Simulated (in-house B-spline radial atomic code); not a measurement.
How numerical settings move a run on Te⁵⁺, [Kr] 4d10 5s1. Computed with an all-electron radial atomic-structure program (B-spline basis): Dirac-Kohn-Sham PBE, spherical fractional occupations, Fermi nucleus of rms radius 4.7423 fm.

Command:
```bash
python run_scf.py task.json out
```
Settings of the sound reference run:
```
Z                52
electrons        47
configuration    [Kr] 4d10 5s1
hamiltonian      dirac
method           pbe,pbe
spin_polarised   False
nucleus          fermi
rms_radius       4.7423
mass_number      130
atomic_mass      129.9062
speed_of_light   137.036
knot_spacing     0.22
spline_order     8
gauss_points     12
box_radius       10.53
max_iterations   70
damping          0.5
damped_steps     3
diis_vectors     10
tolerance        1e-08
start            Thomas-Fermi
```

Run time, properties included: 1.2 s on 1 thread of Arm Neoverse V1, on a shared host.

It converges in 9 iterations to -6791.072673 hartree, with 5s1/2 at -65.0352 eV. The other runs change the listed settings, some to values that make no sense; their results aren't properties of the atom or ion. Radii are in bohr (the nuclear one in fm), a minus after a letter asks for a j subshell, and «unchanged» means within 1e-8 hartree. The run stops when the residual is below 10 × tolerance × max(1, Z/10), or a noise floor if that is larger, and the energy moves by less than 1e-8 × √|E| hartree; so very loose and very tight tolerances often act alike.

| changed settings | outcome |
| --- | --- |
| gauss_points = 4 | converged in 9 iterations, energy +4.72e-07 hartree from the reference, 5s1/2 level +2.1e-06 eV |
| electrons = 50, configuration = [Kr] 4d10 5s1 6s3, max_iterations = 50 | stopped with error: shell 6s holds at most 2 electrons |
| gauss_points = 8, box_radius = 1.05, max_iterations = 3, diis_vectors = 0 | not converged after 3 iterations, last residual 4.5e-02, last energy +1.05e+02 hartree from the reference |
| first_knot = 0.00577 | converged in 9 iterations, energy -4.85e-02 hartree from the reference, 5s1/2 level -1.4e-03 eV |
| first_knot = 0.00192 | converged in 9 iterations, energy +9.05e-03 hartree from the reference, 5s1/2 level +1.4e-05 eV |
| electrons = 49, configuration = [Kr] 4d10 5s3, max_iterations = 100 | stopped with error: shell 5s holds at most 2 electrons |
| gauss_points = 3, first_knot = 1.92e-06, max_iterations = 60, tolerance = 1e-05 | converged in 9 iterations, energy +3.43e-04 hartree from the reference, 5s1/2 level -8.7e-05 eV |
| max_iterations = 75, damping = 0.8, damped_steps = 30 | converged in 34 iterations, energy unchanged, 5s1/2 level -1.4e-05 eV |
| damped_steps = 8 | converged in 12 iterations, energy unchanged, 5s1/2 level -6.5e-06 eV |
| first_knot = 0.0192 | converged in 9 iterations, energy +1.71e+00 hartree from the reference, 5s1/2 level +2.2e-03 eV |
| damped_steps = 0 | converged in 8 iterations, energy unchanged, 5s1/2 level -4.9e-06 eV |
| gauss_points = 5 | converged in 9 iterations, energy +2.14e-08 hartree from the reference |
| damped_steps = 30 | converged in 19 iterations, energy unchanged, 5s1/2 level -3.4e-06 eV |
| method = hf, speed_of_light = 39.01415 | stopped with error: Z/c is past the critical charge |
| gauss_points = 3 | converged in 9 iterations, energy +4.70e-04 hartree from the reference, 5s1/2 level -1.4e-04 eV |

Task: What happens with first_knot = 0.000192?

Result: Converged in 9 iterations, energy +1.92e-04 hartree from the reference.

Task: What happens with damped_steps = 1?

Result: Converged in 8 iterations, energy unchanged, 5s1/2 level -7.8e-06 eV.

Task: What happens with first_knot = 0.0577?

Result: Converged in 9 iterations, energy +2.19e+01 hartree from the reference, 5s1/2 level -2.0e-02 eV.

Task: What happens with gauss_points = 3, box_radius = 3.16, max_iterations = 75, damped_steps = 1, diis_vectors = 2?

Result: Converged in 11 iterations, energy +9.44e-02 hartree from the reference, 5s1/2 level +2.8e+00 eV (the program warns: 5s1/2 reaches the box edge; 4s1/2 reaches the box edge).
